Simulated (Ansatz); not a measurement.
Task: Predict a relaxed structure of `FCC(F)(F)CCC1(F)CC(F)(F)CO1`, charge 0, singlet, at PBE0-D4/def2-SVP (Ansatz).

Result: 
```tsv
atom	x (Å)	y (Å)	z (Å)
F1	-3.362	1.089	-0.081
C2	-3.256	0.498	1.146
C3	-2.618	-0.873	1.013
F4	-3.535	-1.736	0.509
F5	-2.343	-1.288	2.282
C6	-1.377	-0.940	0.158
C7	-0.248	-0.052	0.651
C8	1.026	-0.267	-0.131
F9	1.405	-1.596	0.003
C10	2.225	0.592	0.262
C11	2.940	0.828	-1.063
F12	4.195	0.330	-1.080
F13	3.045	2.153	-1.325
C14	2.056	0.134	-2.102
O15	0.804	-0.012	-1.473
H16	-4.256	0.377	1.592
H17	-2.638	1.128	1.806
H18	-1.659	-0.663	-0.867
H19	-1.060	-1.993	0.145
H20	-0.032	-0.256	1.712
H21	-0.519	1.011	0.554
H22	1.898	1.557	0.670
H23	2.872	0.083	0.985
H24	1.937	0.740	-3.008
H25	2.498	-0.843	-2.356
```
 This is one stationary point.
